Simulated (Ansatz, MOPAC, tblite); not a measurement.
Potential energy surface of Cl2Si, singlet: symmetric bend, bond length relaxed. Scanned: Cl-Si-Cl angle. Other coordinates (Si-Cl bond length) were minimised at PBE0/def2-TZVP. Each profile is relative to its own lowest point.

| a / ° | A | B | C |
|---|---|---|---|
| 180 | 231.7 | 245.4 | 171.9 |
| 167 | 215.1 | 186.1 | 155.7 |
| 157 | 182.8 | 142.0 | 127.2 |
| 147 | 140.1 | 101.5 | 93.8 |
| 137 | 94.7 | 65.9 | 61.5 |
| 127 | 53.1 | 36.6 | 33.9 |
| 117 | 20.5 | 14.7 | 13.3 |
| 107 | 1.0 | 1.6 | 1.4 |
| 97 | 0.0 | 0.0 | 0.0 |
| 87 | 26.1 | 16.2 | 13.8 |
| 80 | 68.4 | 43.9 | 37.3 |

Energies in kJ/mol.

Problem. Which curve belongs to which method? The methods are GFN2-xTB, 300 K electronic temperature in tblite; PM3, restricted, heats of formation (MOPAC); RHF/aug-cc-pVQZ (Ansatz, a first-principles code).

Solution. A is RHF/aug-cc-pVQZ; B is GFN2-xTB; C is PM3.
